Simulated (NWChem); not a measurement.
System: C$_{4}$H$_{7}$F; SMILES C(=C/CC)/F

Input file for NWChem:

```
start job
memory heap 200 mb stack 900 mb global 1100 mb
geometry units angstroms noautosym nocenter noautoz
  C      0.279015     2.132324     0.397667
  C      0.234782     0.928109    -0.538588
  C     -0.794571    -0.083722    -0.145544
  C     -0.551521    -1.357630     0.149197
  F      0.674085    -1.885232     0.111355
  H      1.023890     2.869284     0.060722
  H      0.542083     1.829017     1.422612
  H     -0.696722     2.642126     0.442969
  H      0.018022     1.276569    -1.564538
  H      1.221466     0.442061    -0.580227
  H     -1.840234     0.234190    -0.077112
  H     -1.311266    -2.088242     0.441632
end
basis spherical
  * library 6-31g*
end
dft
  xc b3lyp
  iterations 150
end
property
  shielding
end
task dft property
```

Coordinates come from a PBE0/def2-SVP optimisation.

GIAO values for the isolated, static molecule; σ is the absolute isotropic shielding, δ = σ(reference) − σ with the isolated reference molecule computed at the same levels (13C: tetramethylsilane, 19F: trichlorofluoromethane, 1H: tetramethylsilane).

Atoms are numbered as in the input.

### Question
Predict the main results of this run. (B3LYP/6-31G* (spherical d), GIAO.) Quantities: δ C1 (ppm); δ C4 (ppm); δ F5 (ppm); δ H6 (rotor mean) (ppm); δ H9 (ppm); δ H11 (ppm); δ H12 (ppm).

### Answer
```json
{
  "δ C1 (ppm)": "15.9",
  "δ C4 (ppm)": "141.0",
  "δ F5 (ppm)": "-117.0",
  "δ H6 (rotor mean) (ppm)": "1.02",
  "δ H9 (ppm)": "1.78",
  "δ H11 (ppm)": "4.53",
  "δ H12 (ppm)": "6.43"
}
```
